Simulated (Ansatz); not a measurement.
Computed with Ansatz on PBE0-D4/def2-TZVP structures; ΔE is electronic, products minus reactants. CCSD(T)/CBS is the MP2 limit (def2-TZVPP, def2-QZVPP) plus CCSD(T) − MP2 in def2-TZVPP, frozen cores. Functionals use def2-TZVPP. B3LYP here is the variant with VWN-RPA as its local correlation; programs differ in this. HSE06 is defined as in plane-wave codes. One conformer a species, not always the lowest.

`C[BH][AlH][OH]` + `CBC(C)C` → `CBBC` + `C[CH](C)[AlH][OH]`  (redistribution)

```
             level  ΔE (eV)
        r2SCAN0-D4    -0.09
             B3LYP    -0.11
           r2SCANh    -0.11
           r2SCAN0    -0.09
             HSE06    -0.07
RPA@PBE/def2-TZVPP     0.01
     CCSD/def2-SVP     0.02
SCS-MP2/def2-TZVPP    -0.04
```

What does CCSD(T)/CBS give? (An estimate is asked.)

Computed: -0.04 eV. The listed levels differ from it by -0.05, -0.07, -0.07, -0.05, -0.03, 0.05, 0.06, 0.00 eV.

Largest T1 diagnostic among the species: 0.012.

At CCSD(T), def2-SVP lies +0.06 eV from the extrapolated value and def2-TZVPP +0.01 eV. From BLYP to BHLYP (50 % exact exchange), in def2-TZVPP and without D4, ΔE moves by +0.07 eV. Leaving LDA and LC-ωPBE aside and taking each functional with its dispersion term where it has one, the values, not all of them listed here, spread over 0.09 eV, from B97M-V to PBE-QIDH.
